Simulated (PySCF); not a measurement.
**Computed properties of CH₁₀FNSi₃, SMILES [Si@@H](N([SiH3])[SiH3])(C)F**

CH10FNSi3, SMILES C[Si@H](F)N([SiH3])[SiH3]. Geometry: TPSSh-D3(BJ)/def2-SVP. The structure was generated by enumeration; whether it is a known compound was not checked. Other conformers were not sampled. All values are computed for the isolated molecule unless a solvent is named; none is compared with measurement here.

**Structure.** All 42 harmonic modes at TPSSh-D3(BJ)/def2-SVP (PySCF) are real, so it is a minimum. With heavy atoms numbered as in [CH3:1][Si@H:2]([F:3])[N:4]([SiH3:5])[SiH3:6], the shortest bond between them is Si2–F3 at 1.640 Å and the longest C1–Si2 at 1.863 Å.

**Vibrations.** The strongest infrared lines (harmonic, unscaled, degenerate partners summed) lie at 954 cm⁻¹ (599 km/mol, H 78 %, Si 14 %), 1000 cm⁻¹ (462 km/mol, N 43 %, H 41 %, Si 16 %), 2258 cm⁻¹ (192 km/mol, H 97 %). The softest mode is at 26 cm⁻¹ and the zero-point energy is 66.9 kcal/mol.

**Electronic structure.** r2SCAN/def2-TZVP (PySCF) places the frontier levels at -6.66 and -0.60 eV, a gap of 6.06 eV, and gives a dipole moment of 1.55 D. PBE/def2-TZVP (PySCF) at the same geometry gives -6.36 and -0.96 eV, so its gap is 0.66 eV narrower. An orbital gap is neither the optical nor the fundamental gap.

**Excitations.** TDA-PBE0/def2-SVPD (PySCF) has S1 at 6.20 eV (200 nm, f = 0.004, weak); the most intense of the 6 singlets computed lies at 7.28 eV (f = 0.05). T1 (TDA) is at 5.87 eV, 0.33 eV under S1. TDA-PBE/def2-SVPD (PySCF) puts S1 at 5.51 eV. No vertical singlet excitation falls in the visible range (under 3.1 eV).

**NMR.** GIAO shifts at PBE0/pcSseg-1 (PySCF) (non-relativistic, atoms alike by connectivity averaged): ¹³C at 3.6 ppm against TMS; ¹H from 0.7 to 5.5 ppm against TMS; ²⁹Si from -52.2 to 9.3 ppm against TMS; ¹⁹F at -181.1 ppm against CFCl3.

**Solvation.** SMD-PBE0/6-31G* (PySCF) gives 3.4 kcal/mol in water, -1.5 kcal/mol in chlorobenzene, -2.0 kcal/mol in ethanol (1 M in both phases, gas-phase geometry).
